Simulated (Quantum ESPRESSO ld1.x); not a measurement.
Cr, 24 electrons, occupied as [Ar] 3d5 4s0.5 5s0.5 (fractional occupations, a model configuration). Method: scalar-relativistic Kohn-Sham, BLYP, spin-unpolarised, spherical densities, point nucleus; computed with ld1.x of Quantum ESPRESSO 7.5.

Normalised radial functions P(r) = r R(r), r in bohr:

| r | 3s | 3p | 4d |
|---|---|---|---|
| 0.004062 | 0.0994 | 0.0027 | 0.0000 |
| 0.005684 | 0.1328 | 0.0050 | 0.0000 |
| 0.007954 | 0.1746 | 0.0094 | 0.0000 |
| 0.01104 | 0.2227 | 0.0172 | 0.0000 |
| 0.01545 | 0.2759 | 0.0315 | 0.0000 |
| 0.02162 | 0.3239 | 0.0569 | 0.0001 |
| 0.03002 | 0.3491 | 0.0985 | 0.0001 |
| 0.042 | 0.3258 | 0.1663 | 0.0004 |
| 0.05877 | 0.2198 | 0.2656 | 0.0009 |
| 0.08224 | 0.0080 | 0.3920 | 0.0021 |
| 0.1142 | -0.2792 | 0.5130 | 0.0044 |
| 0.1598 | -0.5490 | 0.5659 | 0.0091 |
| 0.2236 | -0.5994 | 0.4449 | 0.0170 |
| 0.3104 | -0.2708 | 0.0881 | 0.0283 |
| 0.4343 | 0.3956 | -0.4608 | 0.0417 |
| 0.6077 | 1.0146 | -0.9487 | 0.0528 |
| 0.8436 | 1.1566 | -1.0879 | 0.0557 |
| 1.181 | 0.8103 | -0.8394 | 0.0476 |
| 1.652 | 0.3555 | -0.4429 | 0.0293 |
| 2.293 | 0.0955 | -0.1581 | 0.0025 |
| 3.209 | 0.0128 | -0.0326 | -0.0358 |
| 4.49 | 0.0007 | -0.0033 | -0.0876 |
| 6.234 | 0.0000 | -0.0001 | -0.1515 |
| 8.723 | 0.0000 | 0.0000 | -0.2358 |
| 12.21 | 0.0000 | 0.0000 | -0.2775 |
| 16.94 | 0.0000 | 0.0000 | -0.2328 |
| 23.71 | 0.0000 | 0.0000 | -0.1309 |
| 33.18 | 0.0000 | 0.0000 | -0.0435 |
| 46.06 | 0.0000 | 0.0000 | -0.0073 |
| 64.45 | 0.0000 | 0.0000 | -0.0007 |

3s: eigenvalue -75.689 eV, 2 radial nodes at r = 0.0831, 0.360 bohr, <r> = 0.902 bohr, 90 % of the charge inside 1.35 bohr. 3p: eigenvalue -47.227 eV, 1 radial node at r = 0.329 bohr, <r> = 0.967 bohr, 90 % of the charge inside 1.50 bohr. 4d (empty): eigenvalue -0.201 eV, 1 radial node at r = 2.35 bohr, <r> = 14.7 bohr, 90 % of the charge inside 22.4 bohr.
